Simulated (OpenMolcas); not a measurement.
I²⁺: effect of the basis set

- Program: OpenMolcas 26.06
- Method: CASSCF
- Active space: 3 electrons in 3 orbitals (5p)
- State averaging: 2S+1 = 4 odd, 1 root; 2S+1 = 2 odd, 8 roots
- Spin-orbit coupling: state interaction with AMFI integrals over the reference wave functions, term energies averaged over their components

A. ANO-RCC-MB [5s4p2d], DKH2, point nucleus; cost about 2.4 core-seconds
B. ANO-R1 [6s5p3d1f], X2C, finite nucleus; cost about 2.4 core-seconds
C. ANO-RCC-VDZP [6s5p3d1f], DKH2, point nucleus; cost about 2.6 core-seconds
D. ANO-R2 [7s6p4d2f1g], X2C, finite nucleus; cost of the order of 2.5 core-seconds
E. ANO-RCC-VTZP [7s6p4d2f1g], DKH2, point nucleus; cost roughly 3 core-seconds
F. ANO-RCC-VQZP [8s7p5d3f2g], DKH2, point nucleus; cost about 5 core-seconds

Energies in cm⁻¹ above 5s² 5p³ ⁴S°_3/2.

```
          Level      A      B      C      D      E      F
5s² 5p³ ⁴S°_3/2    0.0    0.0    0.0    0.0    0.0    0.0
5s² 5p³ ²D°_3/2  14167  15724  15688  16107  15987  16022
5s² 5p³ ²D°_5/2  16053  18586  18631  18728  18642  18659
5s² 5p³ ²P°_1/2  26202  29943  29967  30284  30139  30171
5s² 5p³ ²P°_3/2  28913  34258  34422  34140  34064  34053
```

Among A to F the level of the table that moves most is 5s² 5p³ ²P°_3/2, by 5500 cm-1 (lowest in A, highest in C).

With the s shell closed, the reference lacks s² → p² mixing. Levels of configurations outside the active space are missing.

° marks odd parity.
